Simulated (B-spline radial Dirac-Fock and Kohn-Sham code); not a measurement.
## Elastic and transport cross sections of platinum for positrons

Method: relativistic (Dirac) partial waves in the static field of the Dirac-Fock atom, without polarisation or absorption potentials. Computed with a radial atomic solver. Below a few hundred eV the neglected polarisation potential matters, most of all at small angles. σ_tr1 and σ_tr2 weight the cross section with 1 − P₁ and 1 − P₂ of cos θ; "backward" is the share scattered beyond 90°.

```
energy (eV)  σ (a₀²)  σ_tr1 (a₀²)  σ_tr2 (a₀²)  σ/σ_tr1  backward (%)
        143     16.0         3.67         6.09     4.36           6.9
        331     12.2         2.07         3.60     5.91           4.7
        380     11.7         1.87         3.28     6.25           4.3
        476     10.8         1.57         2.80     6.87           3.8
        641     9.70         1.24         2.24     7.84           3.2
       1310     7.35        0.670         1.26     11.0           2.1
       2030     6.09        0.449        0.861     13.5           1.7
       2130     5.96        0.430        0.825     13.9           1.6
       3520     4.72        0.264        0.521     17.9           1.2
       4770     4.07        0.192        0.388     21.1          0.93
      10500     2.70       0.0781        0.167     34.6          0.47
      11700     2.54       0.0684        0.148     37.2          0.43
      44600        ?            ?            ?        ?             ?
      54000     1.05      0.00857       0.0206      122         0.086
      65300    0.934      0.00647       0.0157      144         0.068
      77800    0.841      0.00497       0.0122      169         0.055
```

Problem. Fill in the row for 44.6 keV.

Solution. σ = 1.17 a₀², σ_tr1 = 0.0113 a₀², σ_tr2 = 0.0269 a₀², σ/σ_tr1 = 104, backward 0.11 %. The ratio σ/σ_tr1 is roughly the number of elastic collisions that randomise the direction.
